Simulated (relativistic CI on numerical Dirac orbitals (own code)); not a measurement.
**Energy levels of La XXXIX**

Calculated at this level of theory: Dirac-Coulomb-Breit CI, separate exchange-only KLI orbitals for each configuration, QED by a radiative potential, unscaled Slater integrals (own radial code, finite nucleus).

CI space (outside the closed core [Ne]): 3s2 3p6 3d, 3s2 3p5 3d2, 3s 3p6 3d2, 3s2 3p6 4s, 3s2 3p6 4p, 3s2 3p6 4d, 3s2 3p5 3d 4s, 3s2 3p6 4f, 3s2 3p5 3d 4p, 3p6 3d3, 3p5 3d4, 3p5 3d3 4s. Double excitations out of closed p, d and f shells are left out; levels of such configurations are missing from the list, as are those of other unlisted configurations, and high levels can miss mixing partners. These lack a partner that the ground configuration has and come out too high: 3s2 3p5 3d 4p.

The lowest level is 3s2 3p6 3d 2D_3/2, with 100 % of that term; Hund's rules for 3s2 3p6 3d give 2D with J = 3/2, in agreement.

```
No.  Configuration  Term     J  E (cm⁻¹)    %  Landé g  Lifetime (s)
  1     3s2 3p6 3d    2D   3/2         0  100    0.793              
  2     3s2 3p6 3d    2D   5/2    177883  100    1.194      1.66e-05
  3    3s2 3p5 3d2   4D°   1/2   1423771   90    0.077      8.97e-10
  4    3s2 3p5 3d2   4D°   3/2   1431576   54    1.006      1.77e-09
  5    3s2 3p5 3d2   4F°   5/2   1472189   39    1.033      1.39e-09
  6    3s2 3p5 3d2   4G°   7/2   1496924   38    1.013      2.22e-07
  7    3s2 3p5 3d2   4D°   5/2   1585021   49    1.257      1.05e-08
  8    3s2 3p5 3d2   4P°   3/2   1600583   36    1.371      8.12e-10
  9    3s2 3p5 3d2   4G°   9/2   1615502   72    1.176      2.57e-05
 10    3s2 3p5 3d2   4D°   7/2   1621756   47    1.288      5.11e-10
 11    3s2 3p5 3d2   2D°   3/2   1647395   37    1.052      1.32e-10
 12    3s2 3p5 3d2   4P°   5/2   1660078   47    1.256      1.13e-09
 13    3s2 3p5 3d2   4G°  11/2   1668994   59    1.191      4.91e-04
 14    3s2 3p5 3d2   2G°   7/2   1684546   42    1.078      5.86e-08
 15    3s2 3p5 3d2   4P°   1/2   1718486   37    1.652      7.60e-08
 16    3s2 3p5 3d2   2F°   7/2   1743405   44    1.182      1.23e-09
 17    3s2 3p5 3d2   4D°   5/2   1756012   41    1.225      2.15e-10
 18    3s2 3p5 3d2   2G°   9/2   1763874   46    1.178      3.89e-05
 19    3s2 3p5 3d2   2D°   3/2   1772512   30    1.329      6.99e-10
 20    3s2 3p5 3d2   2H°  11/2   1814751   59    1.160      1.15e-05
 21    3s2 3p5 3d2   2D°   5/2   1840467   51    1.206      4.88e-10
 22    3s2 3p5 3d2   2D°   3/2   1862156   39    0.850      4.87e-12
 23    3s2 3p5 3d2   2F°   7/2   1880282   52    1.220      2.68e-11
 24    3s2 3p5 3d2   2G°   9/2   1881777   55    1.109      7.50e-06
 25    3s2 3p5 3d2   2P°   1/2   1902693   64    1.172      1.87e-11
 26    3s2 3p5 3d2   2F°   5/2   1915694   72    0.835      2.60e-12
 27    3s2 3p5 3d2   2P°   1/2   1985712   51    0.713      2.52e-12
 28    3s2 3p5 3d2   2G°   7/2   2021665   38    1.119      6.92e-12
 29    3s2 3p5 3d2   2P°   3/2   2060540   51    1.262      3.50e-11
 30    3s2 3p5 3d2   2D°   5/2   2087857   33    1.149      2.75e-12
```

Energies count from the lowest computed level; ° marks odd parity; lifetimes are radiative, by E1, M1, E2, M2, E3 decay to levels of this space only.

The mean weight of the leading LS term, summed over parents, in these 30 levels is 52 %, and that of the leading jj configuration (from the same eigenvectors) 88 %, so jj coupling describes them better and the LS labels are nominal.

At this charge energies of transitions that change n are usually good to better than 1 %, and those within a shell (Δn = 0) to a few per cent.

LS names give the leading component of a level, which can be under half, so a name can repeat, a term be missing and a line seem to break the LS rules.
